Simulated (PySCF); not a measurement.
# F⁺: excitation energy

F⁺ [He] 2s2 2p4 (3P) → F⁺ [He] 2s1 2p5 (3P), as a difference of total energies. All numbers are calculated (PySCF 2.14, no relativity, point nucleus, in aug-cc-pVDZ (4s3p2d, 23 functions)). Correlated levels: valence: 1s2 frozen. The calculations carry no spin-orbit coupling.

```csv
method,excitation energy (eV)
UHF,21.853
MP2 (valence),20.930
SCS-MP2 (valence),20.832
CCSD (valence),20.597
CCSD(T) (valence),20.543
CCSDT (valence),20.531
```

Question: How much does correlation contribute at CCSD(T) (valence)?

Answer: 20.543 − (21.853) = -1.310 eV, measured against UHF.

Errors of the correlated levels include the incompleteness of this basis and the frozen core.

For comparison: 20.431 eV (measured; NIST levels, between the centres of gravity of the two terms).
